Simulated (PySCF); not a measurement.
Compound: C4H15PSi3.
Atom-mapped SMILES: `[CH3:1][C@@H:2]1[SiH2:3][CH2:4][SiH2:5][CH2:6][Si@H:7]1[PH2:8]`

Geometry (GFN2-xTB, Å), atoms numbered from 1 in this order:
```
atom  x, y, z in Å
C1     1.5854    1.9567    0.7168
C2     0.4960    1.1259    0.0456
Si3   -1.1702    1.2834    0.9506
C4    -2.4703    0.2527    0.0293
Si5   -2.0267   -1.5765   -0.2158
C6    -0.3140   -1.6939   -1.0276
Si7    1.0326   -0.6957   -0.1315
P8     2.9034   -0.7140   -1.3914
H9     1.7544    1.6174    1.7366
H10    2.5271    1.8735    0.1715
H11    1.3085    3.0090    0.7549
H12    0.3618    1.5212   -0.9672
H13   -1.5748    2.6993    0.9859
H14   -1.0244    0.8040    2.3316
H15   -3.4137    0.3202    0.5672
H16   -2.6511    0.7043   -0.9456
H17   -3.0232   -2.2296   -1.0809
H18   -2.0060   -2.2699    1.0782
H19   -0.3794   -1.3475   -2.0589
H20   -0.0125   -2.7383   -1.0814
H21    1.2599   -1.2789    1.2076
H22    3.7687   -0.5110   -0.3335
H23    3.0637   -2.0855   -1.3318
```

NICS = −σ at a ghost point: NICS(0) at the centroid of the ring atoms, NICS(1) 1 Å to either side along the normal of their mean plane, zz for the tensor component along that normal. Level: GIAO PBE0/pcSseg-1 (PySCF, non-relativistic, gas phase) on the GFN2-xTB geometry, one conformer.

Ring bond lengths (Å), with Mayer bond orders in brackets: C2–Si3 1.903 (0.88), Si3–C4 1.898 (0.91), C4–Si5 1.898 (0.92), Si5–C6 1.899 (0.91), C6–Si7 1.901 (0.92), Si7–C2 1.907 (0.88).

What do the NICS probes read (ppm)?

```csv
ring,type,NICS(0),"NICS(1), two faces","NICS(1)zz, two faces",rms pucker (Å),"centre to ring atoms, mean (Å)"
C2–Si3–C4–Si5–C6–Si7,6-membered ring with 3 Si; formal bonds all single,-2.3,-1.7 / -2.3,3.8 / 5.4,0.28,1.84
```

What can be read from them?

- C2–Si3–C4–Si5–C6–Si7: mean NICS(1)zz 4.6 ppm, deshielded. C2, Si3, C4, Si5, C6, Si7 have four or more neighbours, so the value isn't read as a sign of a π ring current.
